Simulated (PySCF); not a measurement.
All numbers come from UPBE0/[Tc def2-SVP with ECP28, Se def2-SVP], scalar-relativistic core potentials, density fitting, no spin–orbit coupling, PySCF.

```xyz
3
charge 0 multiplicity 4, angstrom
Tc    0.0000    0.6424    0.0000
Se    0.0000   -0.3970    1.9661
Se    0.0000   -0.3970   -1.9661
```

TcSe₂ (quartet), along the line from Tc1 (at 0) through Se2 (at 2.224 Å). Core electrons replaced by a potential are absent, the electrostatic potential uses the reduced nuclear charge, and values within about 0.7 Å of such atoms have no physical meaning.

Problem. Tabulate the fields along this line at -0.78, 0.78, 0.89, 1.00, 1.11, 1.22, 1.33, 1.45, 1.56, 1.67, 1.78, 1.89, 2.00, 2.11, 2.34, 2.45, 2.56, 2.67, 2.78, 2.89, 3.00, 3.11, 3.22, 3.34, 3.45, 3.56 Å.

Solution. 
```tsv
distance (Å)	electron density (e/Å³)	spin density (e/Å³)	electron localisation function	electrostatic potential (V)
-0.78	1.92	0.252	0.622	37.6
0.78	2.04	0.25	0.511	38
0.89	1.3	0.134	0.381	25.8
1.00	0.977	0.0626	0.365	19.2
1.11	0.876	0.0187	0.467	16.6
1.22	0.901	-0.00962	0.584	17.5
1.33	1.01	-0.0287	0.575	21.9
1.45	1.2	-0.0401	0.394	31
1.56	1.62	-0.0417	0.177	46.8
1.67	3.27	-0.0291	0.193	73.8
1.78	10.2	-0.0055	0.513	125
1.89	35.7	-0.0097	0.764	242
2.00	96.9	-0.103	0.634	601
2.11	449	0.0293	0.577	2110
2.34	449	0.0296	0.578	2110
2.45	96.6	-0.0244	0.633	601
2.56	35.6	-0.0011	0.763	242
2.67	10.2	-0.00221	0.514	124
2.78	3.29	-0.0117	0.214	72.8
2.89	1.57	-0.0173	0.208	45.4
3.00	1.04	-0.0178	0.446	28.9
3.11	0.746	-0.0154	0.678	18.5
3.22	0.529	-0.012	0.8	11.9
3.34	0.366	-0.00872	0.859	7.7
3.45	0.247	-0.0061	0.876	5
3.56	0.165	-0.00423	0.858	3.25
```

On a grid of 0.11 Å the density has a local minimum along the bond near 1.11 Å from Tc, at 0.88 e/Å³, where the ELF is 0.47.

Other spin states or occupations of the open shell can lie lower.
